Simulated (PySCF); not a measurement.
# Choosing a basis for TDDFT

Species: C3H6O2Si.
Geometry (PBE0-D3(BJ)/def2-SVP, Å), atoms numbered from 1 in this order:
```xyz
12
C3H6O2Si angstrom
O     -0.6538   -2.4105   -0.4050
C     -0.3773   -1.2719   -0.1354
C     -1.3983   -0.1315   -0.0899
O     -0.8345    0.9875    0.5321
C      0.4685    1.2719    0.0377
Si     1.3363   -0.4121    0.2286
H     -1.7132    0.0822   -1.1353
H     -2.2902   -0.4397    0.4764
H      0.8768    2.0935    0.6418
H      0.4352    1.6127   -1.0178
H      1.8047   -0.6438    1.6246
H      2.3882   -0.7661   -0.7650
```

TDDFT with PBE0 (PySCF), vertical singlets, core orbitals frozen in the response, spherical d and f functions. Geometry: PBE0-D3(BJ)/def2-SVP, one conformer, isolated molecule.

Task: How do the low singlets change with the basis? Take 6-31G*, def2-SVP, 6-31+G*, def2-SVPD, aug-cc-pVDZ, def2-TZVP and def2-TZVPD.

Result: 

| basis | functions | diffuse | S1 (eV) | S2 (eV) | S3 (eV) | S4 (eV) | S5 (eV) | LUMO (eV) | α (au) |
| --- | --- | --- | --- | --- | --- | --- | --- | --- | --- |
| 6-31G* | 100 | no | 3.19 | 5.34 | 5.81 | 6.59 | 6.81 | -1.13 | 57.8 |
| def2-SVP | 118 | no | 3.15 | 5.26 | 5.97 | 6.54 | 6.69 | -1.34 | 60.2 |
| 6-31+G* | 124 | yes | 3.17 | 5.24 | 5.43 | 5.83 | 6.22 | -1.50 | 65.5 |
| def2-SVPD | 178 | yes | 3.12 | 5.18 | 5.67 | 6.09 | 6.48 | -1.60 | 69.1 |
| aug-cc-pVDZ | 196 | yes | 3.12 | 5.19 | 5.34 | 5.72 | 6.09 | -1.53 | 70.7 |
| def2-TZVP | 228 | no | 3.10 | 5.19 | 5.62 | 6.19 | 6.60 | -1.51 | 66.7 |
| def2-TZVPD | 288 | yes | 3.09 | 5.17 | 5.41 | 5.82 | 6.18 | -1.58 | 70.4 |

States are compared by their number. Against the largest diffuse basis here (def2-TZVPD, itself not a converged limit), sets without diffuse functions differ by up to 0.10 eV in S1 and 0.63 eV in S5; the smaller diffuse sets differ by up to 0.08 and 0.30 eV. State by state, the largest deviation of a set without diffuse functions is S1 0.10, S2 0.17, S3 0.56, S4 0.77, S5 0.63 eV. The same number needn't mean the same state in each row. Against def2-TZVPD the polarisability deviates by -18% in 6-31G*, -15% in def2-SVP, -7% in 6-31+G*, -2% in def2-SVPD, 0% in aug-cc-pVDZ, -5% in def2-TZVP. A single + in a Pople set puts diffuse functions on heavy atoms only.
